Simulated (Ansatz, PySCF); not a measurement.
Isomers of C2H6S: 1 is SCC, 2 is CSC; one conformer of each (the lowest of an xTB search), B3LYP-D3(BJ)/def2-TZVP minima.
Isomer 1 (charge 0, multiplicity 1):
```xyz
9

C     -0.91775    -0.30063    -0.08285
C      0.32260     0.56824    -0.21928
S      1.60610     0.24300     1.04338
H     -1.66080    -0.02604    -0.83631
H     -1.36684    -0.18764     0.90414
H     -0.67358    -1.35531    -0.22193
H      0.76944     0.47100    -1.20853
H      0.07615     1.62181    -0.07979
H      1.84467    -1.03444     0.70116
```
Isomer 2 (charge 0, multiplicity 1):
```xyz
9

C      1.364     0.091    -0.194
S      0.193    -0.781     0.879
C     -1.358    -0.115     0.222
H      1.282     1.171    -0.067
H      1.204    -0.169    -1.241
H      2.364    -0.224     0.099
H     -1.402     0.968     0.343
H     -2.169    -0.567     0.791
H     -1.480    -0.373    -0.831
```

No zero-point or thermal terms.

Rows in 6-31G* carry no dispersion term and start afresh at each structure (6-31G* with six Cartesian d functions).

Run with Ansatz (an electronic-structure program); PySCF for 6-31G* rows, the dispersion terms. 

Task: Estimate the electronic energy of isomer 2 less that of isomer 1 that PBE-D4/def2-TZVPP returns for this input.

Result: 0.04 eV
